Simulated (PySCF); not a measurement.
# ZrH₄ + Cl₂ → ZrH₂ + 2 HCl

Level: PBE0 in the def2-TZVP basis family, computed in PySCF with density fitting; scalar-relativistic core potentials for atoms from Rb on, none lighter, no spin–orbit coupling; open shells unrestricted.

| species | state and structure | E (Eh) | ZPE (kJ/mol) | H(298 K) − H(0) (kJ/mol) | S° (J/(mol K)) |
| --- | --- | --- | --- | --- | --- |
| ZrH₄ | singlet, Td, Zr–H 1.844 Å (×4) | -49.33149 | 57.8 | 12.3 | 231.8 |
| Cl₂ | singlet, D∞h, Cl–Cl 1.982 Å | -920.08940 | 3.5 | 9.1 | 222.5 |
| ZrH₂ | triplet, C2v, Zr–H 1.860 Å (×2); H–Zr–H 118.9° | -48.10013 | 23.1 | 10.4 | 236.3 |
| HCl | singlet, C∞v, H–Cl 1.279 Å | -460.66440 | 17.9 | 8.7 | 186.6 |

**Question.** What is the electronic reaction energy?

**Answer.** At PBE0/def2-TZVP, ΔE = -21.1 kJ/mol from the differences of the total energies times 2625.5, downhill. 

**Question.** Add zero-point, thermal and entropy terms for 298.15 K and 1 bar.

**Answer.** ΔZPE = -2.4 and Δ[H(298) − H(0)] = 6.4 kJ/mol give ΔH° = -17.1 kJ/mol. ΔS° = 155.2 J/(mol K), so ΔG° = -17.1 − 298.15 × (0.1552) = -63 kJ/mol and log₁₀K = 11.1.

Open d or f shells are single determinants, so the state found may not be the ground state. Each species is the lowest minimum found with this bonding; other isomers or fragments can lie lower.
